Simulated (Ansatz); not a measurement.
Geometry optimisation, RKS revPBE/def2-SVP in Ansatz.

The input (input.yaml):

```yaml
crystal:
  periodic: [false, false, false]
  atoms:
    - { symbol: C, position_ang: [-1.03366, 0.61875, -0.36732] }
    - { symbol: C, position_ang: [-0.19867, -0.22542, 0.59937] }
    - { symbol: Si, position_ang: [1.52638, -0.62963, -0.08148] }
    - { symbol: O, position_ang: [2.00794, -2.00729, -0.45878] }
    - { symbol: H, position_ang: [-1.17491, 0.09175, -1.30934] }
    - { symbol: H, position_ang: [-2.01484, 0.82742, 0.05589] }
    - { symbol: H, position_ang: [-0.54847, 1.5702, -0.58033] }
    - { symbol: H, position_ang: [-0.73299, -1.15571, 0.80582] }
    - { symbol: H, position_ang: [-0.1268, 0.30796, 1.55173] }
    - { symbol: H, position_ang: [2.29603, 0.60197, -0.21556] }
basis:
  gaussian: { orbitals: def2-SVP }
hamiltonian:
  xc: revpbe
relax:
  f_tol: 0.015
  max_steps: 40
output:
  orbitals: {}
```

Command:

```bash
$ ansatz run input.yaml --threads 1 --pin off --max-ram 2048MiB --backend cpu --events-out ev --progress --plain --runs-dir out
```

Q: Where does it end, and by what steps?

A: It converged. The force dipped under the threshold on the way, but the program's further checks kept it going. After 13 steps the energy has fallen by 0.170 eV; O4 moved furthest, 0.45 Å.

```
step  energy less start (eV)  largest force component (eV/Å)  accepted
   0                  0.0000                           2.585       yes
   1                 -0.1363                           1.196       yes
   2                 -0.1602                           0.198       yes
   3                 -0.1625                           0.207       yes
   4                 -0.1634                           0.197       yes
   5                 -0.1676                           0.047       yes
   6                 -0.1685                           0.057       yes
   7                 -0.1694                           0.085       yes
   8                 -0.1697                           0.102       yes
   9                 -0.1701                           0.015       yes
  10                 -0.1702                           0.029       yes
  11                 -0.1702                           0.052        no
  12                 -0.1703                           0.010       yes
  13                 -0.1704                           0.005       yes
```

```xyz
10
Properties=species:S:1:pos:R:3
C -1.048 0.683 -0.346
C -0.236 -0.290 0.537
Si 1.520 -0.653 -0.067
O 2.237 -2.037 -0.069
H -1.257 0.253 -1.348
H -2.026 0.920 0.121
H -0.518 1.645 -0.502
H -0.753 -1.264 0.671
H -0.115 0.134 1.562
H 2.197 0.609 -0.557
```

Whether the end is a true minimum wasn't checked by a vibrational analysis.

Time of the run: 42 s on 1 thread of Arm Neoverse V1 (shared host), peak memory 0.12 GiB.
